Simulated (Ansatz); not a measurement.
`C=[C](O)[AlH2]` and `C=[C](C)[AlH2]` differ in one atom or group.

Ansatz, PBE0-D4/def2-TZVP geometries, multiplicity 1. Each molecule was computed in one conformer, which needn't be the lowest.

```csv
property,`C=[C](O)[AlH2]`
size of the dipole moment (PBE/def2-TZVPP) / D,0.92
HOMO–LUMO gap (PBE/def2-TZVPP) / eV,3.23
"ideal-gas entropy at 298 K and 1 bar (rigid rotor, harmonic PBE0-D4/def2-TZVP) / J/(mol·K)",313
LUMO energy (PBE/def2-TZVPP) / eV,-2.52
HOMO energy (PBE/def2-TZVPP) / eV,-5.75
LUMO energy (PBE0/def2-TZVPP) / eV,-1.76
```

Q: Give the same properties after the change, and the shifts. (Best estimate.)

A: Ansatz gave: 
| property | `C=[C](C)[AlH2]` | shift |
| --- | --- | --- |
| size of the dipole moment (PBE/def2-TZVPP) / D | 0.93 | 0.01 |
| HOMO–LUMO gap (PBE/def2-TZVPP) / eV | 4.18 | 0.95 |
| ideal-gas entropy at 298 K and 1 bar (rigid rotor, harmonic PBE0-D4/def2-TZVP) / J/(mol·K) | 323 | 10 |
| LUMO energy (PBE/def2-TZVPP) / eV | -2.36 | 0.16 |
| HOMO energy (PBE/def2-TZVPP) / eV | -6.54 | -0.79 |
| LUMO energy (PBE0/def2-TZVPP) / eV | -1.55 | 0.21 |

With PBE0 the HOMO falls by 0.75 eV and the LUMO rises by 0.21 eV, so the gap widens by about 0.96 eV. PBE moves the HOMO by -0.79 eV and ωB97M-V by -0.75 eV. The zero-point energy changes by 60.4 kJ/mol with +6 modes. Dipoles are sizes alone; their direction can turn.
